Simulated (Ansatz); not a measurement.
Frontier orbitals of GaH5SSi (`[SiH3][GaH][SH]`).

```xyz
8

Si    0.864   -0.888   -0.455
Ga   -0.047    1.071    0.599
S    -2.236    1.330    0.634
H    -0.220   -1.746   -1.007
H     1.648   -1.691    0.524
H     1.775   -0.506   -1.570
H     0.724    2.241    1.296
H    -2.508    0.189   -0.021
```

Total charge 0; spin multiplicity 1. Correlated methods include outer-core shells of Ga, which these sets cover unevenly. Scalar relativity is left out up to krypton. The structure was optimised at the PBE0-D4/def2-TZVP level. It is one conformer, not always the lowest. Basis def2-TZVPP, Ansatz.

Orbital energies of one run (eV). Highest occupied ones, from the top: -6.73, -6.81, -7.63, -8.71, -8.74, -9.65, -11.21, -13.55, -17.85, -20.32, -20.39, -20.42, -20.45, -20.60. Empty: -2.81, -1.20, -0.89, -0.37, 0.20, 0.37.

**Question.** Which functional gave them?
A. r2SCANh
B. LC-ωPBE
C. LDA (SPW92)
D. ωB97M-V

**Answer.** C. HOMO energies: LDA (SPW92) -6.73, ωB97M-V -9.77, r2SCANh -7.27, LC-ωPBE -10.32 eV.

LC-ωPBE has ω = 0.4 bohr⁻¹.
